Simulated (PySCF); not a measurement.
Species: C8H11BO.
Cartesian coordinates in Å at the PBE0-D3(BJ)/def2-SVP level; atoms count from 1:
```
atom  x, y, z in Å
C1     3.6304    0.6331   -0.0666
C2     2.3417   -0.1372   -0.2159
O3     1.2825    0.7315    0.1189
C4    -0.0117    0.3464    0.0995
C5    -0.9067    1.3322    0.4783
B6    -2.4130    1.2879    0.5864
C7    -3.2739    0.0597    0.2760
C8    -2.8610   -1.1781   -0.1457
C9    -1.5359   -1.6270   -0.3978
C10   -0.3237   -0.9915   -0.2969
H11    3.7489    0.9910    0.9663
H12    3.6384    1.5057   -0.7355
H13    4.4889   -0.0074   -0.3160
H14    2.2259   -0.5017   -1.2534
H15    2.3375   -1.0204    0.4496
H16   -0.3922    2.2675    0.7302
H17   -2.9799    2.2993    0.9475
H18   -4.3608    0.1532    0.3966
H19   -3.6274   -1.9432   -0.3211
H20   -1.4681   -2.6678   -0.7320
H21    0.5308   -1.6151   -0.5645
```

Method used: PySCF 2.14.0, PBE0-D3(BJ)/def2-SVP geometry optimisation, gas phase.

Masses are those of the commonest isotopes; rigid-rotor values at the optimised geometry. The values belong to one conformer with, in the numbering `[CH3:1][CH2:2][O:3][C:4]1=[CH:5][BH:6][CH:7]=[CH:8][CH:9]=[CH:10]1`, C1–C2–O3–C4 -179°, C2–O3–C4–C5 179°.

(1) Give the principal moments of inertia and the rotational constants in MHz.

(2) Classify the top.

(3) Is it planar, by Δ = Ic − Ia − Ib?

(4) Where do the levels up to J = 2 lie, in cm⁻¹?

(5) Which types of transition are allowed, and where do some lines up to J = 5 fall?

(6) Estimate the classical rotational partition function at 100 K, 298.15 K and 500 K.

## Answers

(1) Ia = 150.42, Ib = 686.07, Ic = 830.07 u·Å²; 505379 MHz·u·Å²/I gives A = 3360, B = 736.6, C = 608.8 MHz.

(2) A near-prolate asymmetric top. Ray's parameter κ = (2B − A − C)/(A − C) = -0.907; −1 is the prolate and +1 the oblate limit.

(3) Not planar: Δ = Ic − Ia − Ib = -6.42 u·Å². For a rigid frame Δ = −2 Σ m c², so Σ m c² = 3.21 u·Å² lies off the ab plane: 3.20 from hydrogen and 0.01 from heavier atoms. The atom farthest from that plane is 0.90 Å away.

(4) Above 0(0,0):
J = 1: 1(0,1) 0.0449, 1(1,1) 0.1324, 1(1,0) 0.1366
J = 2: 2(0,2) 0.1345, 2(1,2) 0.2179, 2(1,1) 0.2307, 2(2,1) 0.4932, 2(2,0) 0.4933
The levels of one J sum to (2J + 1)J(J + 1)(A + B + C)/3.

(5) The dipole components are |μa| = 2.17 D, |μb| = 3.37 D, |μc| = 0.00 D; the mirror of this Cs structure is the ab plane, so μc vanishes by symmetry (the 0.01 D computed is a residue) and there are no c-type lines. Intensities carry the squares of the components, which stand as 0.42 : 1.00 (a : b). Some lines, for components of 0.1 D or more:

```csv
type,branch,"J(Ka,Kc)",MHz,lower level (cm⁻¹)
a,Q,"4(1,3) ← 4(1,4)",1277,0.517
a,R,"1(0,1) ← 0(0,0)",1345,0.000
a,R,"2(1,2) ← 1(1,1)",2563,0.132
a,R,"2(0,2) ← 1(0,1)",2686,0.045
b,Q,"2(1,1) ← 2(0,2)",2883,0.134
b,R,"1(1,1) ← 0(0,0)",3969,0.000
a,R,"3(0,3) ← 2(0,2)",4018,0.134
a,R,"3(1,2) ← 2(1,1)",4225,0.231
b,R,"3(1,3) ← 2(0,2)",6342,0.134
a,R,"5(2,4) ← 4(2,3)",6717,0.807
a,R,"5(4,2) ← 4(4,1)",6737,1.883
a,R,"5(3,2) ← 4(3,1)",6744,1.256
b,Q,"4(2,2) ← 4(1,3)",7499,0.559
b,Q,"3(2,1) ← 3(1,2)",7703,0.372
b,R,"3(2,2) ← 2(1,1)",11906,0.231
b,R,"5(2,3) ← 4(1,4)",15583,0.517
b,R,"5(3,2) ← 4(2,3)",20195,0.807
```

(6) Point group Cs, symmetry number σ = 1; q = (√π/σ)·√((kT/h)³/(ABC)), k/h = 20836.6 MHz/K: 137000 at 100 K, 707000 at 298.15 K, 1540000 at 500 K.

PBE0-D3(BJ)/def2-SVP frequencies: not computed here. Constants of a rigid frame at the computed geometry: no zero-point averaging, no centrifugal distortion. A rigid rotor knows nothing of internal rotation, which can split or shift real lines. Quadrupole hyperfine structure (11B) is left out.

Hardware: one thread of an Arm Neoverse V2, on a shared host. Cost: 3.6 min of wall time, 0.85 GiB resident at most. That covers the optimisation of the geometry.
